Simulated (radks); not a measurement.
The numbers below are computed, except where a source is named.
Task: N+, 6 electrons, occupied as [He] 2s2 2p2 (the NIST ground configuration). Code: a radial shooting solver on a logarithmic mesh with Libxc functionals. Model: scalar-relativistic Kohn-Sham, Slater X-alpha with alpha = 0.667, spin-polarised, spherical densities, point nucleus; open shells are filled with parallel spins first. Some entries of the table are withheld. Estimate them.

| orbital | occ. | eigenvalue (hartree) | r(max) (bohr) | <r> (bohr) |
|---|---|---|---|---|
| 1s up | 1 | (1) | 0.1493 | (2) |
| 1s down | 1 | (3) | 0.1490 | (4) |
| 2s up | 1 | -1.19145 | 0.9871 | (5) |
| 2s down | 1 | -1.02478 | 1.006 | (6) |
| 2p up | 2 | -0.77263 | 0.9022 | 1.257 |
| 2p down | 0 | -0.60639 | 0.9402 | 1.354 |

Result: 
(1) 1s up eigenvalue (hartree): -14.57183
(2) 1s up <r> (bohr): 0.2317
(3) 1s down eigenvalue (hartree): -14.51017
(4) 1s down <r> (bohr): 0.2307
(5) 2s up <r> (bohr): 1.243
(6) 2s down <r> (bohr): 1.289
